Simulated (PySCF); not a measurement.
H2O4P, charge -1, multiplicity 1. Atoms are numbered in the order given.

```xyz
7

O      1.0195     0.8829    -0.8580
P      0.0000     0.0000    -0.1741
O     -1.0195    -0.8829    -0.8580
O      0.8355    -0.9928     0.8999
O     -0.8355     0.9928     0.8999
H      0.3137    -1.8010     0.9711
H     -0.3136     1.8010     0.9711
```
Charge -1, spin multiplicity 1.

Geometry: B3LYP-D3(BJ)/def2-SVPD. The multiplicity is an assumed one; other spin states were not compared. The isomer is the one that the SMILES or the coordinates give; other isomers of the formula were not compared. Other conformers were not sampled.

These are PySCF with M06-2X/def2-SVPD values and carry that method's errors.

The total energy is -643.19173 hartree and the point group is C2. The highest occupied level is -4.25 eV. The lowest empty level is 4.54 eV and the orbital gap is 8.79 eV. The dipole moment about the centre of nuclear charge is 2.98 D, the mean static polarisability is 43.3 bohr³ (6.41 Å³) and the polarisability, principal values is 41.6, 41.9, 46.3 bohr³.
